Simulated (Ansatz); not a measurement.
**Molecular dynamics of FGaH$_{4}$Se**

Input file:

```yaml
crystal:
  periodic: [false, false, false]
  atoms:
    - { symbol: Ga, position_ang: [-0.729337, -0.683669, -0.225571] }
    - { symbol: F, position_ang: [1.006366, -1.105259, 0.480249] }
    - { symbol: H, position_ang: [-0.877335, -1.368289, -1.619136] }
    - { symbol: H, position_ang: [-1.735104, -0.507234, 0.954036] }
    - { symbol: H, position_ang: [1.285079, 0.064107, 0.177839] }
    - { symbol: Se, position_ang: [0.718798, 1.49254, -0.51419] }
    - { symbol: H, position_ang: [0.331532, 2.107704, 0.746673] }
basis:
  gaussian: { orbitals: def2-TZVP }
hamiltonian:
  xc: hf
md:
  timestep: 0.5
  n_steps: 200
  ensemble: nve
  temperature: 300.0
  initial_velocities: maxwell_boltzmann
  seed: 3188
```

Launched with:

```bash
$ ansatz run input.yaml --threads 4 --pin off --max-ram 5120MiB --backend cpu --events-out ev --progress --plain --runs-dir out
```

It starts at the highest image of a converged band, a first-order saddle point between two minima.

Output, in part (one step line in 4, the closing report, with atoms numbered from 0):

```
md step     0: t =     0.00 fs  T =   300.0 K  F+E_penalty+E_count = -120407.90885355 eV  E_kin = 0.193890 eV  conserved = -120407.71496355 eV  (33 SCF iters)
md step     4: t =     2.00 fs  T =   272.0 K  F+E_penalty+E_count = -120407.89066028 eV  E_kin = 0.175785 eV  conserved = -120407.71487508 eV  (31 SCF iters)
md step     8: t =     4.00 fs  T =   217.2 K  F+E_penalty+E_count = -120407.85513690 eV  E_kin = 0.140369 eV  conserved = -120407.71476803 eV  (31 SCF iters)
md step    12: t =     6.00 fs  T =   173.1 K  F+E_penalty+E_count = -120407.82664634 eV  E_kin = 0.111863 eV  conserved = -120407.71478352 eV  (33 SCF iters)
md step    16: t =     8.00 fs  T =   137.6 K  F+E_penalty+E_count = -120407.80374061 eV  E_kin = 0.088912 eV  conserved = -120407.71482816 eV  (32 SCF iters)
md step    20: t =    10.00 fs  T =    99.1 K  F+E_penalty+E_count = -120407.77882242 eV  E_kin = 0.064064 eV  conserved = -120407.71475823 eV  (54 SCF iters)
md step    24: t =    12.00 fs  T =    83.6 K  F+E_penalty+E_count = -120407.76869780 eV  E_kin = 0.054036 eV  conserved = -120407.71466168 eV  (32 SCF iters)
md step    28: t =    14.00 fs  T =   121.9 K  F+E_penalty+E_count = -120407.79352363 eV  E_kin = 0.078765 eV  conserved = -120407.71475837 eV  (31 SCF iters)
md step    32: t =    16.00 fs  T =   186.0 K  F+E_penalty+E_count = -120407.83510031 eV  E_kin = 0.120231 eV  conserved = -120407.71486948 eV  (31 SCF iters)
md step    36: t =    18.00 fs  T =   246.1 K  F+E_penalty+E_count = -120407.87383019 eV  E_kin = 0.159058 eV  conserved = -120407.71477182 eV  (31 SCF iters)
md step    40: t =    20.00 fs  T =   336.9 K  F+E_penalty+E_count = -120407.93240620 eV  E_kin = 0.217708 eV  conserved = -120407.71469794 eV  (31 SCF iters)
md step    44: t =    22.00 fs  T =   478.7 K  F+E_penalty+E_count = -120408.02427977 eV  E_kin = 0.309374 eV  conserved = -120407.71490574 eV  (31 SCF iters)
md step    48: t =    24.00 fs  T =   607.0 K  F+E_penalty+E_count = -120408.10732989 eV  E_kin = 0.392316 eV  conserved = -120407.71501410 eV  (31 SCF iters)
md step    52: t =    26.00 fs  T =   689.8 K  F+E_penalty+E_count = -120408.16068145 eV  E_kin = 0.445825 eV  conserved = -120407.71485632 eV  (32 SCF iters)
md step    56: t =    28.00 fs  T =   779.5 K  F+E_penalty+E_count = -120408.21859570 eV  E_kin = 0.503772 eV  conserved = -120407.71482401 eV  (32 SCF iters)
md step    60: t =    30.00 fs  T =   887.5 K  F+E_penalty+E_count = -120408.28858181 eV  E_kin = 0.573583 eV  conserved = -120407.71499925 eV  (31 SCF iters)
md step    64: t =    32.00 fs  T =   957.5 K  F+E_penalty+E_count = -120408.33379525 eV  E_kin = 0.618829 eV  conserved = -120407.71496599 eV  (31 SCF iters)
md step    68: t =    34.00 fs  T =   986.5 K  F+E_penalty+E_count = -120408.35251022 eV  E_kin = 0.637604 eV  conserved = -120407.71490668 eV  (31 SCF iters)
md step    72: t =    36.00 fs  T =   992.5 K  F+E_penalty+E_count = -120408.35641312 eV  E_kin = 0.641452 eV  conserved = -120407.71496117 eV  (31 SCF iters)
md step    76: t =    38.00 fs  T =   973.9 K  F+E_penalty+E_count = -120408.34431621 eV  E_kin = 0.629419 eV  conserved = -120407.71489731 eV  (32 SCF iters)
md step    80: t =    40.00 fs  T =   955.2 K  F+E_penalty+E_count = -120408.33224712 eV  E_kin = 0.617329 eV  conserved = -120407.71491855 eV  (31 SCF iters)
md step    84: t =    42.00 fs  T =   928.2 K  F+E_penalty+E_count = -120408.31494133 eV  E_kin = 0.599915 eV  conserved = -120407.71502682 eV  (32 SCF iters)
md step    88: t =    44.00 fs  T =   858.6 K  F+E_penalty+E_count = -120408.26981356 eV  E_kin = 0.554941 eV  conserved = -120407.71487277 eV  (51 SCF iters)
md step    92: t =    46.00 fs  T =   794.5 K  F+E_penalty+E_count = -120408.22812167 eV  E_kin = 0.513461 eV  conserved = -120407.71466115 eV  (31 SCF iters)
md step    96: t =    48.00 fs  T =   795.9 K  F+E_penalty+E_count = -120408.22925412 eV  E_kin = 0.514390 eV  conserved = -120407.71486386 eV  (32 SCF iters)
md step   100: t =    50.00 fs  T =   811.7 K  F+E_penalty+E_count = -120408.23943707 eV  E_kin = 0.524575 eV  conserved = -120407.71486237 eV  (33 SCF iters)
md step   104: t =    52.00 fs  T =   841.4 K  F+E_penalty+E_count = -120408.25850928 eV  E_kin = 0.543813 eV  conserved = -120407.71469677 eV  (33 SCF iters)
md step   108: t =    54.00 fs  T =   933.5 K  F+E_penalty+E_count = -120408.31818433 eV  E_kin = 0.603350 eV  conserved = -120407.71483469 eV  (32 SCF iters)
md step   112: t =    56.00 fs  T =  1041.6 K  F+E_penalty+E_count = -120408.38823913 eV  E_kin = 0.673188 eV  conserved = -120407.71505098 eV  (32 SCF iters)
md step   116: t =    58.00 fs  T =  1097.0 K  F+E_penalty+E_count = -120408.42389005 eV  E_kin = 0.708964 eV  conserved = -120407.71492574 eV  (32 SCF iters)
md step   120: t =    60.00 fs  T =  1131.0 K  F+E_penalty+E_count = -120408.44586430 eV  E_kin = 0.730988 eV  conserved = -120407.71487612 eV  (52 SCF iters)
md step   124: t =    62.00 fs  T =  1162.2 K  F+E_penalty+E_count = -120408.46605590 eV  E_kin = 0.751107 eV  conserved = -120407.71494846 eV  (32 SCF iters)
md step   128: t =    64.00 fs  T =  1169.1 K  F+E_penalty+E_count = -120408.47049500 eV  E_kin = 0.755578 eV  conserved = -120407.71491674 eV  (32 SCF iters)
md step   132: t =    66.00 fs  T =  1157.3 K  F+E_penalty+E_count = -120408.46289771 eV  E_kin = 0.747990 eV  conserved = -120407.71490760 eV  (33 SCF iters)
md step   136: t =    68.00 fs  T =  1128.1 K  F+E_penalty+E_count = -120408.44403092 eV  E_kin = 0.729100 eV  conserved = -120407.71493072 eV  (32 SCF iters)
md step   140: t =    70.00 fs  T =  1078.0 K  F+E_penalty+E_count = -120408.41149203 eV  E_kin = 0.696689 eV  conserved = -120407.71480304 eV  (32 SCF iters)
md step   144: t =    72.00 fs  T =  1048.1 K  F+E_penalty+E_count = -120408.39212141 eV  E_kin = 0.677375 eV  conserved = -120407.71474633 eV  (33 SCF iters)
md step   148: t =    74.00 fs  T =  1051.6 K  F+E_penalty+E_count = -120408.39461762 eV  E_kin = 0.679679 eV  conserved = -120407.71493903 eV  (32 SCF iters)
md step   152: t =    76.00 fs  T =  1038.0 K  F+E_penalty+E_count = -120408.38569289 eV  E_kin = 0.670862 eV  conserved = -120407.71483126 eV  (32 SCF iters)
md step   156: t =    78.00 fs  T =  1042.2 K  F+E_penalty+E_count = -120408.38821940 eV  E_kin = 0.673559 eV  conserved = -120407.71466057 eV  (32 SCF iters)
md step   160: t =    80.00 fs  T =  1116.6 K  F+E_penalty+E_count = -120408.43648539 eV  E_kin = 0.721638 eV  conserved = -120407.71484773 eV  (31 SCF iters)
md step   164: t =    82.00 fs  T =  1200.3 K  F+E_penalty+E_count = -120408.49079536 eV  E_kin = 0.775774 eV  conserved = -120407.71502180 eV  (31 SCF iters)
md step   168: t =    84.00 fs  T =  1235.8 K  F+E_penalty+E_count = -120408.51358313 eV  E_kin = 0.798728 eV  conserved = -120407.71485488 eV  (31 SCF iters)
md step   172: t =    86.00 fs  T =  1263.1 K  F+E_penalty+E_count = -120408.53124167 eV  E_kin = 0.816336 eV  conserved = -120407.71490616 eV  (31 SCF iters)
md step   176: t =    88.00 fs  T =  1269.3 K  F+E_penalty+E_count = -120408.53543028 eV  E_kin = 0.820375 eV  conserved = -120407.71505530 eV  (32 SCF iters)
md step   180: t =    90.00 fs  T =  1212.0 K  F+E_penalty+E_count = -120408.49827988 eV  E_kin = 0.783303 eV  conserved = -120407.71497723 eV  (32 SCF iters)
md step   184: t =    92.00 fs  T =  1117.2 K  F+E_penalty+E_count = -120408.43695613 eV  E_kin = 0.722072 eV  conserved = -120407.71488432 eV  (32 SCF iters)
md step   188: t =    94.00 fs  T =  1022.1 K  F+E_penalty+E_count = -120408.37546449 eV  E_kin = 0.660609 eV  conserved = -120407.71485551 eV  (32 SCF iters)
md step   192: t =    96.00 fs  T =   942.9 K  F+E_penalty+E_count = -120408.32419825 eV  E_kin = 0.609424 eV  conserved = -120407.71477377 eV  (32 SCF iters)
md step   196: t =    98.00 fs  T =   906.9 K  F+E_penalty+E_count = -120408.30088049 eV  E_kin = 0.586129 eV  conserved = -120407.71475127 eV  (32 SCF iters)
md step   200: t =   100.00 fs  T =   915.7 K  F+E_penalty+E_count = -120408.30671012 eV  E_kin = 0.591828 eV  conserved = -120407.71488218 eV  (54 SCF iters)
Total energy: -120408.30671012 eV, -4424.9236559153 hartree
Atom 0 at    -0.608528    -0.877955    -0.132093 Å, force    -1.972273     2.140758    -1.052911 eV/Å
Atom 1 at     0.374197    -1.974346     0.639863 Å, force     1.974851    -1.995827     1.502786 eV/Å
Atom 2 at    -0.436839    -0.947737    -1.676261 Å, force    -0.351132    -0.132299    -0.192256 eV/Å
Atom 3 at    -1.533306    -0.095277     0.895689 Å, force    -0.050989    -0.270708    -0.375625 eV/Å
Atom 4 at     1.786544     0.922612    -0.973393 Å, force     0.324669    -0.036310     0.030862 eV/Å
Atom 5 at     0.741373     1.855877    -0.619822 Å, force    -0.108591     0.225629     0.150146 eV/Å
Atom 6 at     0.977715     1.770252     0.814857 Å, force     0.183465     0.068757    -0.063002 eV/Å
Dipole moment:     0.014337     0.461184    -0.154239 e Å
```

All steps were run. The conserved energy stayed within 0.044 meV per atom of its start (net change 0.012 meV per atom), so the integration is sound. The kinetic energy rose, since the run started high on the potential surface and went downhill. It ends in pieces (FGaH2 + H2Se), so much of that is their flight and rotation, not heat. A run of 0.1 ps of so small a system gives no equilibrium averages. The orbitals stay closed-shell, which can raise the energy where a bond breaks towards radicals; this wasn't checked here.

Between its relaxed ends the band would form F2–H5 and break Ga1–F2, H5–Se6. These pairs go: F2–H5 1.24 → 3.60 Å, Ga1–F2 1.92 → 1.66 Å, H5–Se6 1.69 → 1.45 Å. In the last frame they stand as before the step (other bonds may differ from the relaxed reactants and products). Also parted: Ga1–Se6 2.63 → 3.09 Å. It ends as FGaH2 + H2Se by the count below, though a long contact still joins these pieces: Ga1–Se6, 3.09 Å. Pairs count as bonded within 1.25 times the sum of covalent radii (0.12 Å more for H–H).

Last frame:

```xyz
7
Properties=species:S:1:pos:R:3
Ga -0.609 -0.878 -0.132
F 0.374 -1.974 0.640
H -0.437 -0.948 -1.676
H -1.533 -0.095 0.896
H 1.786 0.923 -0.973
Se 0.741 1.856 -0.620
H 0.978 1.770 0.815
```

The run took 8.1 min on 4 threads of Arm Neoverse N1, on a shared host, peak memory 0.48 GiB.
